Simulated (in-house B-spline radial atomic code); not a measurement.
## PBE hybrid excitations of Ba8+

Method: PBE hybrid with 0.5 exact exchange. Computed with a B-spline radial code for spherical atoms: linear response of the closed shell [Kr] 4d10 5s2 with the functional's adiabatic kernel; scalar-relativistic (spin-free one-electron X2C), finite nucleus, no spin-orbit coupling, no double excitations, S, P, D and F terms only; shells from n = 3 respond. Only terms of natural parity with L up to 3 were computed.

Spin-orbit coupling is strong here, so these LS terms don't match observed levels.

Command:
```bash
python run_td.py task.json out
```
Settings (radii: box in bohr, nucleus in fm):
```
Z                        56
electrons                48
configuration            [Kr] 4d10 5s2
hamiltonian              x2c
method                   pbeh
box_radius               11.59
exact_exchange_fraction  0.5
rms_radius               4.8378
intervals                69
```

Run time, properties included: 3.4 s on 1 thread of Arm Neoverse N1, with other jobs on the host.

The lowest states, in the order of their Tamm-Dancoff energies; the method's threshold (minus the highest occupied level) is 127.10 eV. Labels give the largest channel, * marks a mixed state, and oscillator strengths are full-response dipole values. Semilocal kernels can invert the small singlet-triplet splittings of Rydberg terms. Energies in eV:

```json
{"state": "5s → 5p 3P", "full response": "16.016", "Tamm-Dancoff": "16.239", "oscillator strength": "-"}
{"state": "5s → 5p 1P", "full response": "21.206", "Tamm-Dancoff": "21.806", "oscillator strength": "1.57"}
{"state": "5s → 4f 3F", "full response": "28.247", "Tamm-Dancoff": "28.327", "oscillator strength": "-"}
{"state": "5s → 4f 1F", "full response": "29.345", "Tamm-Dancoff": "29.369", "oscillator strength": "-"}
{"state": "5s → 5d 3D", "full response": "44.19", "Tamm-Dancoff": "44.21", "oscillator strength": "-"}
{"state": "5s → 5d 1D", "full response": "46.06", "Tamm-Dancoff": "46.11", "oscillator strength": "-"}
{"state": "5s → 6s 3S", "full response": "59.22", "Tamm-Dancoff": "59.23", "oscillator strength": "-"}
{"state": "5s → 6s 1S", "full response": "60.36", "Tamm-Dancoff": "60.40", "oscillator strength": "-"}
{"state": "5s → 6p 3P", "full response": "67.15", "Tamm-Dancoff": "67.16", "oscillator strength": "-"}
{"state": "5s → 6p 1P", "full response": "67.57", "Tamm-Dancoff": "67.59", "oscillator strength": "0.164"}
{"state": "5s → 5f 3F", "full response": "?", "Tamm-Dancoff": "?", "oscillator strength": "-"}
{"state": "5s → 5f 1F", "full response": "72.15", "Tamm-Dancoff": "72.15", "oscillator strength": "-"}
{"state": "5s → 6d 3D", "full response": "78.84", "Tamm-Dancoff": "78.84", "oscillator strength": "-"}
{"state": "5s → 6d 1D", "full response": "79.22", "Tamm-Dancoff": "79.24", "oscillator strength": "-"}
{"state": "5s → 7s 3S", "full response": "?", "Tamm-Dancoff": "?", "oscillator strength": "-"}
{"state": "5s → 7s 1S", "full response": "85.51", "Tamm-Dancoff": "85.52", "oscillator strength": "-"}
```

Problem. Where does 5s → 5f 3F lie?

Solution. At 71.93 eV in full response, 71.93 eV in Tamm-Dancoff.

Problem. Where does 5s → 7s 3S lie?

Solution. At 85.20 eV in full response, 85.20 eV in Tamm-Dancoff.

Problem. How large is the singlet-triplet splitting of 5s → 5p (P terms) in Tamm-Dancoff?

Solution. 5.57 eV, from the unrounded values.

Problem. What polarisabilities and dispersion coefficient does the method give?

Solution. Dipole 3.252 bohr³, quadrupole 3.796 bohr⁵, C6 8.804 hartree·bohr⁶ for two such species.
